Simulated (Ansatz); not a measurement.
The same path of FH + H6N2Si (11 atoms, charge 0, multiplicity 1) was run twice with different band settings. Lost on the way: Si1–N2, H6–F7. Made: Si1–F7, N2–H6.

The calculation used RKS B3LYP/6-31G* (Ansatz 0.2.0).

Relaxed end points:

```xyz
11
Properties=species:S:1:pos:R:3
Si -0.160 -0.940 -0.021
N 1.075 0.114 -0.738
H -0.653 -2.039 -0.899
H 0.572 -1.550 1.125
N -1.486 0.105 0.272
H 0.899 1.411 0.363
F 0.580 1.953 1.106
H 2.027 -0.241 -0.719
H 0.867 0.466 -1.670
H -1.288 0.952 0.797
H -2.432 -0.233 0.384
```

```xyz
11
Properties=species:S:1:pos:R:3
Si -0.323 -0.904 1.092
N 1.593 1.107 -1.520
H 0.169 -1.952 0.170
H -0.797 -1.430 2.393
N -1.646 -0.118 0.343
H 1.676 0.949 -0.516
F 0.950 0.049 1.435
H 1.612 0.189 -1.962
H 0.662 1.490 -1.676
H -2.272 0.474 0.874
H -1.624 0.146 -0.634
```

Common settings: movable images 7; climbing image yes; spring 5.0 eV/Å²; optimiser quadratic models (default); force threshold 0.05 eV/Å; iteration limit 60; end points relaxed.

| run | start path |
| --- | --- |
| 1 | through a guess of the saddle point |
| 2 | straight line |

(1) What does each run give, and how far can it be trusted?

Results:

(1) Run 1: converged after 29 iterations, highest image 0.448 eV above the first end. Beside the main top the profile has a ripple of under 15 meV (maxima at images 2, 6), which may be a very shallow well or noise. A vibrational analysis at the climbing image gives one clearly imaginary mode, 632i cm⁻¹: a first-order saddle point.
Run 2: converged after 37 iterations, highest image 0.448 eV above the first end. The profile has 2 maxima (images 2, 6) with wells between them (image 5): this band takes more than one step, which may be the mechanism or a detour left from its start path. A structure lower than the last end lies on the path between it and the top, so the climb from that side starts below the end, which may itself be a saddle point or a shallow side well. Another band between the same ends (7 images) ends at a top of the same energy, where a vibrational analysis finds 1 clearly imaginary mode.
The orbitals stay closed-shell, which can raise the energy where a bond breaks towards radicals; this wasn't checked here.
